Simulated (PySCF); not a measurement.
## Electron correlation in Rh²⁺ (rhodium, charge +2)

[Kr] 4d6 5p1, one real determinant (an excited configuration). Calculation: PySCF 2.14, in x2c-QZVPPall; the spin-free X2C one-electron Hamiltonian (Gaussian nucleus). Frozen: [Kr]; 7 electrons correlated.

MP2 pair energies summed by pair of shells (mhartree):

```tsv
pair	energy	share (%)
4d-4d	-109.61	84.5
4d-5p	-20.09	15.5
```

Total MP2 correlation energy: -129.70 mhartree.

Same-spin part -79.47 and opposite-spin part -50.23 mhartree; SCS-MP2 scales them by 1/3 and 6/5 to -86.76 mhartree.

The reference is one real determinant that mixes LS terms of this configuration.
